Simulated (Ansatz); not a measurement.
Cartesian coordinates in Å:
```
C -0.076 -1.232 0.699
Zr 0.393 0.679 -0.262
O -1.266 1.304 -0.907
Cl 1.273 2.056 1.421
I 2.150 0.132 -2.273
H 0.838 -1.681 1.104
H -0.786 -1.094 1.522
H -0.516 -1.931 -0.020
H -2.010 1.769 -1.283
```

Charge 0, multiplicity 1. Zr, I: def2 effective core potential.

Q: List the ωB97M-V/def2-TZVPP orbital energies in eV (Ansatz 0.2.0). (An estimate is asked.)

A: The calculation gave: Occupied: -2771.73, -526.90, -280.84, -262.14, -199.54, -199.52, -199.51, -190.44, -136.10, -136.05, -136.04, -62.70, -55.03, -55.00, -54.99, -54.94, -54.94, -39.37, -38.94, -38.75, -30.44, -25.06, -21.75, -21.61, -17.44, -13.94, -13.81, -13.34, -12.99, -12.64, -11.91, -11.75, -10.96, -10.45, -9.94, -9.91. Lowest empty: 0.20, 0.36, 0.62, 1.11, 1.15, 1.34, 1.42, 1.67.
